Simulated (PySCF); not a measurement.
Compound: C6H10ClO (doublet state).
Structure used (GFN2-xTB), in Å, numbered top down from 1:
```
atom  x, y, z in Å
C1     0.676   -0.662   -1.679
C2     0.317   -0.266   -0.316
C3     1.475   -0.466    0.662
Cl4    2.867    0.565    0.242
C5    -0.243    1.180   -0.212
C6    -1.402    1.078    0.797
O7    -1.414   -0.253    1.279
C8    -0.909   -1.057    0.253
H9    -0.012   -0.498   -2.485
H10    1.623   -1.113   -1.895
H11    1.829   -1.497    0.635
H12    1.173   -0.203    1.675
H13    0.535    1.863    0.121
H14   -0.599    1.518   -1.184
H15   -2.359    1.305    0.310
H16   -1.281    1.735    1.660
H17   -1.650   -1.197   -0.547
H18   -0.636   -2.024    0.673
```

The hyperfine couplings belong to this conformer and change with its torsions.

The species is `[CH2][C@@]1(CCl)CCOC1` [radical].

Level of theory: UKS B3LYP, pcH-1 on C Cl H O, non-relativistic, mean-field spin-orbit, GIAO (PySCF 2.14.0). The structure is a single GFN2-xTB conformer in the gas phase; no vibrational or solvent corrections. A GFN2-xTB geometry isn't a minimum of the functional, and hyperfine couplings can be far from their values at a DFT geometry. No stability test was run, so a lower SCF solution isn't excluded.

Question: The isotropic 13C couplings are +86.1, +68.6, +38.5, -33.1, +2.2, -1.8 MHz. Assign them to C1; C2; C3; C5; C6; C8.

Answer: 
| site | a_iso (MHz) | ρ(0) (bohr⁻³) | position | distance from C1 (Å) | spin population | largest \|T\| (MHz) |
| --- | --- | --- | --- | --- | --- | --- |
| C1 | +86.1 | +0.0767 | largest spin population | 0.00 | +1.07 | 160.4 |
| C2 | -33.1 | -0.0294 | 1 bond from C1 | 1.46 | -0.09 | 2.4 |
| C3 | +2.2 | +0.0019 | 2 bonds from C1 | 2.48 | 0.00 | 1.7 |
| C5 | +38.5 | +0.0342 | 2 bonds from C1 | 2.53 | +0.04 | 10.4 |
| C6 | -1.8 | -0.0016 | 3 bonds from C1 | 3.67 | 0.00 | 1.7 |
| C8 | +68.6 | +0.0610 | 2 bonds from C1 | 2.53 | +0.05 | 11.1 |

ρ(0) is the spin density at the nucleus and T the dipolar tensor; a_iso includes a spin–orbit part; entries for several nuclei are means. The Mulliken spin populations are largest on C1 (+1.07) and C2 (-0.09). C1 is the only atom above +0.15. The positive populations add up to 1.19 and the negative ones to -0.19, together 2S = 1. The angles at C1 add up to 360.0°, so it is planar; its axial dipolar tensor and the negative couplings of its protons fit spin in a p orbital normal to that plane.

Nuclei that the bonding pattern makes equivalent are averaged, as if the motion that swaps them (rotation, inversion, ring flip) were fast.
